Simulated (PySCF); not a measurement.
An unknown gives this computed stick spectrum. Level of theory: PySCF 2.14.0, density-fitted response routines, TDDFT wB97X-D/def2-SVPD, vertical, gas phase, core orbitals frozen in the response. Geometries: GFN2-xTB, one conformer each.

| state | E (eV) | λ (nm) | f |
| --- | --- | --- | --- |
| S1 | 6.06 | 204.5 | 0.0001 |
| S2 | 6.31 | 196.6 | 0.0005 |
| S3 | 7.36 | 168.4 | 0.016 |
| S4 | 7.77 | 159.5 | 0.196 |
| S5 | 7.84 | 158.1 | 0.144 |
| S6 | 7.96 | 155.7 | 0.835 |
| S7 | 8.15 | 152.1 | 0.013 |
| S8 | 8.91 | 139.2 | 0.0044 |

Triplets computed (Tamm–Dancoff): 4.76, 5.04, 5.77 eV.

Question: Which candidate is it? All have the formula C5H6F2O.
A. `C=C=CCOC(F)F`
B. `C=C/C=C\OC(F)F`
C. `FC(F)[C@H]1C=CCO1`

Answer: A. Its S1 lies at 6.06 eV; the nearest of the others has S1 at 5.71 eV. S1 is HOMO-1→LUMO (61%), HOMO→LUMO+1 (28%). Löwdin shares by element: HOMO carbon 77% or more, oxygen 7% (atoms not listed hold the other 17%); LUMO carbon 75% or more (atoms not listed hold the other 25%). At the same level the other candidates give, for their lowest levels:
- `FC(F)[C@H]1C=CCO1`: 6.52 eV (f 0.121); 7.37 eV (f 0.002); 7.83 eV (f 0.148); 8.05 eV (f 0.011); 8.24 eV (f 0.030); T1 4.49 eV; HOMO -9.21, LUMO 1.69 eV
- `C=C/C=C\OC(F)F`: 5.71 eV (f 0.758); 6.76 eV (f 0.003); 7.32 eV (f 0.034); 7.49 eV (f 0.026); 7.56 eV (f 0.001); T1 3.23 eV; HOMO -8.56, LUMO 0.71 eV

Shape of the structure used: `[CH2:1]=[C:2]=[CH:3][CH2:4][O:5][CH:6]([F:7])[F:8]`: C2–C3–C4–O5 111°, C3–C4–O5–C6 -70°, C4–O5–C6–F7 162°.
